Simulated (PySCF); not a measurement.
**A search over the determinants of KF⁺**

Unrestricted PBE0; basis K 3-21G, F 3-21G; no relativity; PySCF 2.14. Outer shells of the fragments: K+ closed shells only; F 2s2 2p5.

Followed along the bond (rough minima from three points):

```csv
2Ms+1,unpaired,⟨S²⟩ at the start,R at minimum (Å),Te (eV)
2,π ↑,0.75,2.98,0.00
2,σ ↑,0.75,3.04,0.21
```

Solutions found at the starting distance of 2.660 Å, counted from the lowest of them; the search is not exhaustive and high or unbound solutions are not listed, so other states can lie among these:

```json
{"2Ms+1": "2", "unpaired": "π ↑", "term": "²Π", "E (eV)": "0.00", "⟨S²⟩": "0.75", "⟨Lz²⟩": "1.00", "μ (D)": "-3.97"}
{"2Ms+1": "2", "unpaired": "σ ↑", "term": "²Σ⁺", "E (eV)": "0.19", "⟨S²⟩": "0.75", "⟨Lz²⟩": "0.00", "μ (D)": "-3.95"}
```

A term symbol is given only where ⟨S²⟩ and ⟨Lz²⟩ are close to those of a pure state; real π, δ and φ orbitals otherwise mix terms. A positive dipole points towards F; it is taken about the centre of mass and depends on that origin.

3-21G is very small, so such numbers show the basis as much as the molecule.
